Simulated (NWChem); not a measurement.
System: TiHF3; SMILES [F][TiH]([F])[F]

The following NWChem deck was run.

```
start job
memory heap 200 mb stack 900 mb global 1100 mb
geometry units angstroms noautoz
  Ti     0.000000     0.000000    -0.199571
  F     -0.311418    -1.629768     0.271051
  F      1.567129     0.545188     0.271051
  F     -1.255712     1.084579     0.271051
  H      0.000000     0.000000    -1.867456
end
basis spherical
  * library def2-svpd
end
dft
  xc xpbe96 cpbe96
  iterations 150
  mulliken
end
task dft energy
```

Coordinates come from a PBE0/def2-SVP optimisation.

Question: Give the results of this calculation. (PBE/def2-SVPD.) Quantities: basis functions; energy (Ha); highest occupied level (eV); orbital gap (eV).

Answer: number of basis functions: 111
energy (Ha): -1149.00
highest occupied level (eV): -8.16
orbital gap (eV): 3.98
